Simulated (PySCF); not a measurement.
Si(H)(PH2)3 (H7P3Si), SMILES P[SiH](P)P. Geometry optimised at PBE-D3(BJ)/def2-SVP. The structure was generated by enumeration, and PubChem lists no compound with its InChIKey, so it may never have been made. Other conformers were not sampled.

These are PBE-D3(BJ)/def2-SVP in PySCF values and carry that method's errors.

Harmonic wavenumbers (cm⁻¹): 105, 106, 122, 136, 144, 149, 356, 453, 463, 535, 549, 588, 670, 692, 716, 763, 789, 1039, 1044, 1046, 2137, 2300, 2306, 2308, 2322, 2325, 2326. Rotational constants (GHz): 2.018, 1.923, 1.078; symmetry number 1.

Task: Work out the zero-point energy and the ideal-gas rigid-rotor harmonic-oscillator thermochemistry at 298.15 K and 1 atm.

Result: ZPE = ½ Σ hcν = ½ × 26490 cm⁻¹ = 158.45 kJ/mol. H − E(el) = 184.50 kJ/mol. Entropy in J/(mol K): translation 169.26, rotation 120.21, vibration 100.37, total 389.85. G − E(el) = 68.27 kJ/mol. Cp = 134.13 J/(mol K). Modes under 150 cm⁻¹ make the vibrational entropy uncertain.
